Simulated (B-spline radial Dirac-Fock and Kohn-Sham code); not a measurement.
Two-hole binding energies of Ru³⁺

System: the Ru³⁺ ion, [Kr] 4d4 5s1 (not the ground configuration).

Input file task.json (cfg lists n, l and occupation; rrms is the nuclear radius in fm):

```json
{"items": [{
  "Z": 44,
  "q": 3,
  "cfg": [[1, 0, 2], [2, 0, 2], [2, 1, 6], [3, 0, 2], [3, 1, 6], [3, 2, 10], [4, 0, 2], [4, 1, 6], [4, 2, 4], [5, 0, 1]],
  "A": 102,
  "rrms": 4.4809,
  "do": ["binding", "quiet", "double"]
}]}
```

Command: `python xray_run.py task.json out`

Model: relaxed Dirac-Fock hole states (ΔSCF) with Breit and QED corrections and a finite nucleus. Program: a B-spline atomic structure program. U is the two-hole binding energy less the two single-hole energies, the effective repulsion of the holes after relaxation. Each two-hole energy is an average over J within one jj subconfiguration.

| holes | E(a) (eV) | E(b) (eV) | E(ab) (eV) | U (eV) |
| --- | --- | --- | --- | --- |
| 1s⁻² | 22171.0 | 22171.0 | 45027.2 | 685.2 |
| 1s⁻¹ 2p3/2⁻¹ | 22171.0 | 2893.9 | 25244.5 | 179.6 |
| 1s⁻¹ 3p1/2⁻¹ | 22171.0 | 540.2 | 22769.1 | 57.9 |
| 2s⁻¹ 2p1/2⁻¹ | 3285.2 | 3022.9 | ? | ? |
| 2p1/2⁻¹ 2p3/2⁻¹ | 3022.9 | 2893.9 | 6042.8 | 126.0 |
| 2s⁻¹ 3p1/2⁻¹ | 3285.2 | 540.2 | 3875.2 | 49.8 |
| 2s⁻¹ 3p3/2⁻¹ | 3285.2 | 517.7 | 3851.6 | 48.7 |
| 2p1/2⁻¹ 3s⁻¹ | 3022.9 | 642.4 | 3714.3 | 49.0 |
| 2p3/2⁻¹ 3s⁻¹ | 2893.9 | 642.4 | 3585.1 | 48.8 |
| 2p3/2⁻¹ 3p1/2⁻¹ | 2893.9 | 540.2 | 3485.3 | 51.2 |
| 2p3/2⁻¹ 3d5/2⁻¹ | 2893.9 | 333.4 | 3277.7 | 50.4 |
| 3p1/2⁻² | 540.2 | 540.2 | 1122.4 | 42.1 |
| 3p3/2⁻² | 517.7 | 517.7 | 1074.5 | 39.1 |
| 3d3/2⁻¹ 3d5/2⁻¹ | 337.6 | 333.4 | 713.1 | 42.2 |

Q: Give the missing two-hole energy and U.

A: E(ab) = 6413.3 eV and U = 105.2 eV.

Values without a named source are computed, but for edge energies of neutral atoms, which are taken from tables.
